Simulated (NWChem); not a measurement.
System: CrHSO$_{2}$Cl; SMILES [SH][Cr](=[O])(=[O])[Cl]

Here is an NWChem input.

```
start job
memory heap 200 mb stack 900 mb global 1100 mb
geometry units angstroms noautoz
  Cr     0.352262     0.002568     0.002176
  O      1.214341    -0.034375    -1.261701
  O      1.217974     0.007110     1.260713
  Cl    -0.907450     1.712079    -0.037892
  S     -0.785699    -1.846545     0.104182
  H     -0.973234    -1.892672    -1.237109
end
basis spherical
  Cr library def2-svp
  O library def2-svp
  Cl library def2-svp
  S library def2-svp
  H library def2-svp
end
dft
  xc scan
  grid xfine
  iterations 150
  mulliken
end
task dft gradient
```

Output (shortened):

```
             Northwest Computational Chemistry Package (NWChem) 7.3.0
             --------------------------------------------------------

 C1  symmetry detected

                             Geometry "geometry" -> ""
                             -------------------------

 Output coordinates in angstroms (scale by  1.889725989 to convert to a.u.)

  No.       Tag          Charge          X              Y              Z
 ---- ---------------- ---------- -------------- -------------- --------------
    1 Cr                  24.0000     0.36799783     0.01460082     0.00793308
    2 O                    8.0000     1.23671355    -0.03219803    -1.25106371
    3 O                    8.0000     1.22226143    -0.07150198     1.27134643
    4 Cl                  17.0000    -0.78993910     1.79506025     0.01527482
    5 S                   16.0000    -0.87622274    -1.76732657     0.04299410
    6 H                    1.0000    -1.05521934    -1.75961891    -1.30023314

 Effective nuclear repulsion energy (a.u.)     490.9078766243

                                 NWChem DFT Module
                                 -----------------

 Summary of "ao basis" -> "ao basis" (spherical)
 ------------------------------------------------------------------------------
       Tag                 Description            Shells   Functions and Types
 ---------------- ------------------------------  ------  ---------------------
 Cr                         def2-svp                11       31   5s3p2d1f
 O                          def2-svp                 6       14   3s2p1d
 Cl                         def2-svp                 8       18   4s3p1d
 S                          def2-svp                 8       18   4s3p1d
 H                          def2-svp                 3        5   2s1p

            General Information
            -------------------
          SCF calculation type: DFT
          Wavefunction type:  closed shell.
          No. of atoms     :     6
          No. of electrons :    74
           Alpha electrons :    37
            Beta electrons :    37
          Charge           :     0
          Spin multiplicity:     1
          Use of symmetry is: off; symmetry adaption is: off
          Maximum number of iterations: 150
          AO basis - number of functions:   100
                     number of shells:    42
          Convergence on energy requested:  1.00D-06
          Convergence on density requested:  1.00D-05
          Convergence on gradient requested:  5.00D-04

              XC Information
              --------------
                         SCAN Method XC Functional
                  SCAN metaGGA Exchange Functional  1.000
                        SCAN Correlation Potential  1.000

             Grid Information
             ----------------
          Grid used for XC integration:  xfine
          Radial quadrature: Mura-Knowles
          Angular quadrature: Lebedev.
          Tag              B.-S. Rad. Rad. Pts. Rad. Cut. Ang. Pts.
          ---              ---------- --------- --------- ---------
          Cr                  1.40      160          11.0      1454
          O                   0.60      100          11.0      1454
          Cl                  1.00      125          11.0      1454
          S                   1.00      125          10.0      1454
          H                   0.35      100          11.0      1202
          Grid pruning is: on
          Number of quadrature shells:   710
          Spatial weights used:  Erf1

      Superposition of Atomic Density Guess
      -------------------------------------

 Sum of atomic energies:       -2049.58505517

      Non-variational initial energy
      ------------------------------

 Total energy =   -2049.792570
 1-e energy   =   -3802.762178
 2-e energy   =    1262.061731
 HOMO         =      -0.340153
 LUMO         =      -0.076488

     ---------------------------------------------
      Total Density - Mulliken Population Analysis
     ---------------------------------------------

    Atom       Charge   Shell Charges
 -----------   ------   -------------------------------------------------------
    1 Cr  24    21.07   2.00  2.00  2.01  0.31  0.01  6.00  6.03  0.46  1.40  0.83  0.02
    2 O    8     9.14   1.99  1.17  0.77  3.22  1.98  0.01
    3 O    8     9.14   1.99  1.17  0.78  3.21  1.98  0.01
    4 Cl  17    17.45   2.00  1.99  1.23  0.70  5.94  2.20  3.37  0.01
    5 S   16    16.43   2.00  1.99  1.20  0.62  5.94  1.85  2.80  0.03
    6 H    1     0.77   0.56  0.18  0.03

   convergence    iter        energy       DeltaE   RMS-Dens  Diis-err
 ---------------- ----- ----------------- --------- --------- ---------
 d= 0,ls=0.0,diis     1  -2052.2754291120 -2.54D+03  6.42D-02  1.10D+01
 d= 0,ls=0.0,diis     2  -2033.6861410547  1.86D+01  5.76D-02  9.17D+01
 d= 0,ls=0.5,diis     3  -2051.9879451125 -1.83D+01  1.33D-02  1.47D+01
 d= 0,ls=0.5,diis     4  -2053.4319432536 -1.44D+00  4.82D-03  1.13D+00
 d= 0,ls=0.5,diis     5  -2053.5536167444 -1.22D-01  2.34D-03  5.09D-01
  Resetting Diis
 d= 0,ls=0.5,diis     6  -2053.5622641005 -8.65D-03  1.44D-03  5.95D-01
 d= 0,ls=0.5,diis     7  -2053.5487675772  1.35D-02  9.58D-03  8.71D-01
 d= 0,ls=0.5,diis     8  -2053.3013372785  2.47D-01  4.09D-03  3.83D+00
 d= 0,ls=0.5,diis     9  -2053.5159454772 -2.15D-01  1.90D-03  1.22D+00
 d= 0,ls=0.5,diis    10  -2053.5894997645 -7.36D-02  1.13D-03  3.96D-01
 d= 0,ls=0.5,diis    11  -2053.6127762749 -2.33D-02  6.34D-04  1.50D-01
 d= 0,ls=0.5,diis    12  -2053.6213104341 -8.53D-03  3.95D-04  5.87D-02
 d= 0,ls=0.5,diis    13  -2053.6244855143 -3.18D-03  2.78D-04  2.63D-02
 d= 0,ls=0.5,diis    14  -2053.6258990982 -1.41D-03  1.94D-04  1.23D-02
 d= 0,ls=0.5,diis    15  -2053.6265604474 -6.61D-04  1.30D-04  5.84D-03
 d= 0,ls=0.5,diis    16  -2053.6268694621 -3.09D-04  9.18D-05  2.76D-03
 d= 0,ls=0.5,diis    17  -2053.6270155068 -1.46D-04  6.93D-05  1.34D-03
 d= 0,ls=0.5,diis    18  -2053.6270902249 -7.47D-05  5.30D-05  6.39D-04
 d= 0,ls=0.5,diis    19  -2053.6271282312 -3.80D-05  4.06D-05  3.06D-04
 d= 0,ls=0.5,diis    20  -2053.6271477851 -1.96D-05  3.11D-05  1.44D-04
 d= 0,ls=0.5,diis    21  -2053.6271577110 -9.93D-06  2.36D-05  6.73D-05
 d= 0,ls=0.5,diis    22  -2053.6271627542 -5.04D-06  1.81D-05  3.16D-05
 d= 0,ls=0.5,diis    23  -2053.6271653144 -2.56D-06  1.40D-05  1.54D-05
 d= 0,ls=0.5,diis    24  -2053.6271666607 -1.35D-06  1.10D-05  8.07D-06
 d= 0,ls=0.5,diis    25  -2053.6271674268 -7.66D-07  8.79D-06  4.35D-06

         Total DFT energy =    -2053.627167881635
      One electron energy =    -3804.537686625842
           Coulomb energy =     1380.011639077342
    Exchange-Corr. energy =     -120.008996957400
 Nuclear repulsion energy =      490.907876624265

 Numeric. integr. density =       74.000000191664

                       DFT Final Molecular Orbital Analysis
                       ------------------------------------

 Vector   35  Occ=2.000000D+00  E=-3.280971D-01
              MO Center=  5.5D-01,  1.5D-01,  6.0D-02, r^2= 3.8D+00
   Bfn.  Coefficient  Atom+Function         Bfn.  Coefficient  Atom+Function
  ----- ------------  ---------------      ----- ------------  ---------------
    49     -0.376165  3 O  px                35      0.357655  2 O  px
    72      0.278389  4 Cl pz                52     -0.269274  3 O  px
    38      0.251784  2 O  px                69      0.211162  4 Cl pz
    11     -0.157373  1 Cr pz                66      0.122950  4 Cl pz
    37      0.109140  2 O  pz                90     -0.103791  5 S  pz

 Vector   36  Occ=2.000000D+00  E=-3.063972D-01
              MO Center= -8.9D-02,  1.1D+00,  2.5D-03, r^2= 3.2D+00
   Bfn.  Coefficient  Atom+Function         Bfn.  Coefficient  Atom+Function
  ----- ------------  ---------------      ----- ------------  ---------------
    72      0.531078  4 Cl pz                69      0.397040  4 Cl pz
    66      0.230040  4 Cl pz                35     -0.225672  2 O  px
    49      0.223200  3 O  px                38     -0.165085  2 O  px
    52      0.163006  3 O  px                37     -0.132058  2 O  pz
    36      0.127670  2 O  py                51     -0.126889  3 O  pz

 Vector   37  Occ=2.000000D+00  E=-2.826564D-01
              MO Center= -6.4D-01, -8.2D-01, -9.4D-03, r^2= 3.8D+00
   Bfn.  Coefficient  Atom+Function         Bfn.  Coefficient  Atom+Function
  ----- ------------  ---------------      ----- ------------  ---------------
    88      0.421685  5 S  px                89     -0.318608  5 S  py
    85      0.309065  5 S  px                70     -0.270360  4 Cl px
    86     -0.236811  5 S  py                67     -0.197610  4 Cl px
    82      0.174121  5 S  px                71     -0.165276  4 Cl py
    36      0.140977  2 O  py                83     -0.133611  5 S  py

[...]

                         DFT ENERGY GRADIENTS

    atom               coordinates                        gradient
                 x          y          z           x          y          z
   1 Cr      0.695415   0.027592   0.014991    0.020079  -0.002222   0.000244
   2 O       2.337050  -0.060845  -2.364168   -0.011918   0.000434   0.017792
   3 O       2.309739  -0.135119   2.402496   -0.011914   0.000971  -0.018048
   4 Cl     -1.492768   3.392172   0.028865    0.001413  -0.002027   0.000031
   5 S      -1.655821  -3.339763   0.081247    0.002288   0.002978  -0.000492
   6 H      -1.994075  -3.325198  -2.457084    0.000051  -0.000134   0.000474
```

Level: SCAN/def2-SVP. All runs use the structure optimised with PBE0/def2-SVP.
